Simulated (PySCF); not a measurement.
Se(OMe)(SeH) (CH4OSe2), SMILES [Se](OC)[SeH]. Coordinates come from a PBE-D3(BJ)/def2-SVP optimisation. This is a generated structure with no PubChem entry under its InChIKey; it may be hypothetical. The values are those of a single conformer.

Q: Give the equilibrium geometry at PBE-D3(BJ)/def2-SVP (PySCF confirms it by a frequency run) as bond lengths and angles. (An estimate is asked for; the answer gives what the named calculation found.)

A: Several could match; the one computed here: 
Atoms: Se1 O2 C3 H4 H5 H6 Se7 H8. Bond lengths (Å): Se1–O2 1.841, Se1–Se7 2.336, O2–C3 1.419, C3–H4 1.115, C3–H5 1.110, C3–H6 1.114, Se7–H8 1.495. Angles (°): O2–Se1–Se7 104.6, Se1–O2–C3 115.0, O2–C3–H4 111.8, O2–C3–H5 106.2, O2–C3–H6 112.8, H4–C3–H5 108.2, H4–C3–H6 108.6, H5–C3–H6 109.1, Se1–Se7–H8 97.9.
Charge 0, spin multiplicity 1.
